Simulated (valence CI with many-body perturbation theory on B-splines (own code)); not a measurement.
Valence orbitals of Sm5+

Calculated by configuration interaction combined with many-body perturbation theory (CI+MBPT): three valence electrons over a frozen Dirac-Fock core [Xe], radial functions for each j: 8 s, 8 p, 9 d, 9 f, 6 g, 3 h, 2 i, with the one-electron correlation potential Σ1, the two-electron term Σ2, the three-electron term Σ3, Breit, model QED; the open f shell's mean field enters the energy denominators; selected CI, second order for the rest, scaled by the run's own slope (own B-spline code, finite nucleus).

With an open or low-lying f shell, different configurations can be misplaced against each other by up to about 5,000 cm⁻¹. No measured levels were compared; by estimate terms of the open shell hold to a few per cent of their energy, and close levels can change places. Core correlation moves these levels by up to 2500 cm⁻¹, and in measured spectra 5 to 20 % of such shifts remained as error; rates that hang on mixing are uncertain with them. Only levels of the ground parity were solved; by the run's estimate the other parity begins above the list, which can be wrong where configurations are misplaced.

These are the spectroscopic orbitals of the CI (the correlating ones are not listed), shaped by the core and the other valence electrons. h is the expectation value of the core's Dirac-Fock operator, without the valence repulsion; Σ1 is computed up to l = 3 at one energy for each symmetry, that of its lowest orbital but kept below the first core excitation, so for empty shells it is not the orbital's own correlation shift; Breit and QED include the response of the core.

| Orbital | h (hartree) | Σ1 (cm⁻¹) | Breit (cm⁻¹) | QED (cm⁻¹) | ⟨r⟩ (bohr) |
| --- | --- | --- | --- | --- | --- |
| 6s1/2 | -2.5024 | -6114 | 74.1 | 106 | 2.789 |
| 7s1/2 | -1.4862 | -2061 | 37.7 | 49.6 | 4.700 |
| 8s1/2 | -0.99074 | -994 | 20.8 | 27.2 | 7.092 |
| 6p1/2 | -2.2065 | -4787 | 127 | -7.2 | 3.070 |
| 7p1/2 | -1.345 | -1807 | 64.3 | -3.5 | 5.104 |
| 8p1/2 | -0.91328 | -931 | 37.0 | -2.0 | 7.574 |
| 6p3/2 | -2.1469 | -4293 | 60.4 | 2.0 | 3.160 |
| 7p3/2 | -1.3167 | -1665 | 31.3 | 1.1 | 5.216 |
| 8p3/2 | -0.89787 | -872 | 20.1 | 0.6 | 7.692 |
| 5d3/2 | -3.2122 | -10281 | -13.1 | -60.9 | 1.871 |
| 6d3/2 | -1.6965 | -2554 | 19.2 | -14.9 | 3.839 |
| 7d3/2 | -1.0924 | -1154 | 11.4 | -7.1 | 6.191 |
| 5d5/2 | -3.181 | -9702 | -105 | -49.0 | 1.893 |
| 6d5/2 | -1.6854 | -2483 | -11.1 | -11.1 | 3.866 |
| 7d5/2 | -1.0867 | -1132 | -3.5 | -5.2 | 6.224 |
| 4f5/2 | -4.7647 | -41222 | -1068 | -245 | 0.8096 |
| 5f5/2 | -1.8277 | -5227 | -62.9 | -14.5 | 3.137 |
| 4f7/2 | -4.7379 | -40743 | -1389 | -221 | 0.8154 |
| 5f7/2 | -1.8257 | -5169 | -81.8 | -13.3 | 3.142 |
| 5g7/2 | -1.2152 |  | -3.8 | -0.6 | 4.507 |
| 5g9/2 | -1.2154 |  | -3.9 | -0.5 | 4.506 |

Among the shells of the start configuration 4f3, Σ1 is largest in size for 4f5/2, where it is 3.9 % of h.

Lowest root of each symmetry, sizes in configuration state functions:

```
   J  Parity  Roots  Reference  Variational  Second order  Change by selected CI (cm⁻¹)  Change by second order (cm⁻¹)
 1/2     odd      2         31         3673         20165                         -5323                            -10
 3/2     odd      6         57         7539         51956                         -4137                             -4
 5/2     odd      7         69        10027         65229                         -4093                             -4
 7/2     odd      7         71        10467         83081                         -4113                             -5
 9/2     odd      7         63        10427         64744                         -3563                             -2
11/2     odd      5         49         8634         50189                         -3550                             -2
13/2     odd      3         31         6609         41042                         -3557                             -2
15/2     odd      3         18         5043         23277                         -3581                             -2
17/2     odd      1          6         2887         14811                         -4276                             -5
```
